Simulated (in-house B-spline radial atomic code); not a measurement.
**HSE06 excitations of Ba⁸⁺**

Method: HSE06. Computed with a B-spline radial code for spherical atoms: linear response of the closed shell [Kr] 4d10 5s2 with the functional's adiabatic kernel; scalar-relativistic (spin-free one-electron X2C), finite nucleus, no spin-orbit coupling, no double excitations, S, P, D and F terms only; shells from n = 3 respond. Only terms of natural parity with L up to 3 were computed.

Spin-orbit coupling is strong here, so these LS terms don't match observed levels.

Command:
```bash
python run_td.py task.json out
```
Settings (radii: box in bohr, nucleus in fm):
```
Z                        56
electrons                48
configuration            [Kr] 4d10 5s2
hamiltonian              x2c
method                   hse06
box_radius               11.59
rms_radius               4.8378
intervals                69
```

Time taken, with all properties: 2.2 s on 1 thread of Intel(R) Xeon(R) Platinum 8375C CPU @ 2.90GHz (Ice Lake) (shared host).

The lowest states, in the order of their Tamm-Dancoff energies; the method's threshold (minus the highest occupied level) is 125.46 eV. Labels give the largest channel, * marks a mixed state, and oscillator strengths are full-response dipole values. Semilocal kernels can invert the small singlet-triplet splittings of Rydberg terms. Energies in eV:

```tsv
state	full response	Tamm-Dancoff	oscillator strength
5s → 5p 3P	16.519	16.672	-
5s → 5p 1P	?	?	?
5s → 4f 3F	28.297	28.350	-
5s → 4f 1F	29.380	29.388	-
5s → 5d 3D	?	?	-
5s → 5d 1D	46.01	46.06	-
5s → 6s 3S	59.52	59.53	-
5s → 6s 1S	60.65	60.70	-
5s → 6p 3P	67.36	67.36	-
5s → 6p 1P	67.77	67.80	0.167
```

**Question.** Where does 5s → 5p 1P lie?

**Answer.** At 21.568 eV in full response, 22.221 eV in Tamm-Dancoff, oscillator strength 1.56.

**Question.** Where does 5s → 5d 3D lie?

**Answer.** At 44.12 eV in full response, 44.16 eV in Tamm-Dancoff.

**Question.** How large is the singlet-triplet splitting of 5s → 5p (P terms) in Tamm-Dancoff?

**Answer.** 5.55 eV, from the unrounded values.

**Question.** What polarisabilities and dispersion coefficient does the method give?

**Answer.** Dipole 3.152 bohr³, quadrupole 3.781 bohr⁵, C6 8.501 hartree·bohr⁶ for two such species.
